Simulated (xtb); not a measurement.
Cd(F)(Et) (C₂H₅CdF), SMILES [F][Cd][CH2]C. All values are semi-empirical tight-binding results from xtb (GFN2-xTB unless named), good for trends rather than for accurate numbers. The structure is a stationary point at GFN2-xTB. The structure was generated by enumeration; whether it is a known compound was not checked. Other conformers were not sampled.

For metal compounds this method's bond lengths and energies can be far off.

Computed properties:
The orbital gap is 3.13 eV, the zero-point energy is 39.7 kcal/mol and the G − E(el) at 298.15 K (modified RRHO) comes out as 19.7 kcal/mol.
